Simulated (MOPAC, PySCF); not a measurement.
CH8Si2, SMILES `[SiH3][SiH2]C`, neutral singlet in the gas phase. 

Cartesian coordinates (Å):
```xyz
11

C     -1.6743    -0.3579     0.2649
Si    -0.2859     0.7124    -0.4052
Si     1.8048    -0.2254     0.0704
H     -1.5901    -0.4654     1.3484
H     -2.6471     0.0846     0.0400
H     -1.6417    -1.3551    -0.1792
H     -0.4224     0.8661    -1.8815
H     -0.3524     2.0753     0.1947
H      1.9823    -0.3687     1.5425
H      1.9121    -1.5806    -0.5387
H      2.9146     0.6147    -0.4563
```
Charge 0, spin multiplicity 1.

All levels are single points at this geometry (PBE0-D3(BJ)/def2-TZVP); Pople sets use spherical d functions. Orbital energies aren't observables, and empty levels follow the basis.

| level | HOMO (eV) | LUMO (eV) | gap (eV) | dipole (D) | vertical IE, Delta-SCF (eV) |
|---|---|---|---|---|---|
| PBE-D3(BJ)/def2-TZVP in PySCF | -6.91 | -0.66 | 6.25 | 0.95 | – |
| PBE0-D3(BJ)/def2-TZVP in PySCF | -8.03 | 0.15 | 8.18 | 0.92 | – |
| B3LYP/6-311+G** in PySCF | -7.88 | -0.32 | 7.56 | 0.83 | – |
| B3LYP/LANL2DZ in PySCF | -8.02 | 0.69 | 8.72 | 0.77 | – |
| BP86/6-31G* in PySCF | -6.91 | -0.25 | 6.66 | 1.01 | – |
| M06-2X/6-31G* in PySCF | -8.97 | 1.33 | 10.30 | 0.86 | – |
| PBE/6-31G* in PySCF | -6.81 | -0.21 | 6.59 | 1.01 | 9.82 |
| HF/STO-3G in PySCF | -8.51 | 11.07 | 19.57 | 0.23 | – |
| PM7 in MOPAC | -10.49 | 0.36 | 10.85 | 0.55 | – |
